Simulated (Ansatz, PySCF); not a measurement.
This PySCF input computes a PBE/def2-TZVPD energy:

```python
from pyscf import gto, scf, dft

mol = gto.M(
    atom='''
    Ca   -0.00000000   -0.00000000   -1.12308380
    Cl    0.00000000    0.00000000    1.32127506
    ''',
    basis='def2-tzvpd',
    charge=0,
    spin=1,
    symmetry='C2v',
    verbose=4,
)

mf = dft.UKS(mol, xc='pbe').density_fit(auxbasis='def2-universal-jkfit')
mf.grids.level = 3
mf.conv_tol = 1e-9
mf.max_cycle = 100
mf.max_memory = 1500
mf.kernel()
if not mf.converged:
    mf = mf.newton()
    mf.kernel(mf.make_rdm1())
mf.analyze()
```

Problem. Write an input for the same energy in Ansatz (a quantum-chemistry and plane-wave program) and say what it gives.

Solution. 
Ansatz 0.2 input:
```yaml
crystal:
  periodic: [false, false, false]
  atoms:
    - {symbol: Ca, position_ang: [-0.00000000, -0.00000000, -1.12308380]}
    - {symbol: Cl, position_ang: [0.00000000, 0.00000000, 1.32127506]}
basis:
  gaussian:
    orbitals: def2-TZVPD
hamiltonian:
  xc: {name: PBE}
magnetization: {spin_polarized: true, initial_magnetization: 1}
output: {forces: true}
```
It gives -1137.45099 Eh, and PySCF -1137.45102 Eh, a difference of 0.03 mEh, from the treatment of integrals and grids.
